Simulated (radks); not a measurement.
All-electron atom: Pt51+ in [Ar] 3d9. Calculated with a radial shooting solver on a logarithmic mesh with Libxc functionals: scalar-relativistic Kohn-Sham, LDA (Slater exchange, VWN5 correlation), spin-polarised, spherical densities, finite nucleus; open shells are filled with parallel spins first (spin-orbit coupling, left out, can overturn this in heavy ions); Fermi nuclear charge, rms radius 5.427 fm. Some entries of the table are withheld. Estimate them.

| orbital | occ. | eigenvalue (hartree) | <r> (bohr) |
|---|---|---|---|
| 1s up | 1 | -2985.684 | 0.01716 |
| 1s down | 1 | -2985.678 | 0.01716 |
| 2s up | 1 | -610.5389 | 0.07222 |
| 2s down | 1 | -610.3737 | 0.07221 |
| 2p up | 3 | -543.7326 | 0.06502 |
| 2p down | 3 | -543.5955 | 0.06501 |
| 3s up | 1 | -216.8411 | 0.1826 |
| 3s down | 1 | -216.6601 | 0.1827 |
| 3p up | 3 | (1) | 0.1823 |
| 3p down | 3 | (2) | 0.1823 |
| 3d up | 5 | -177.1533 | 0.1636 |
| 3d down | 4 | -176.9341 | 0.1637 |

Answer. 
(1) 3p up eigenvalue (hartree): -197.2269
(2) 3p down eigenvalue (hartree): -197.0468
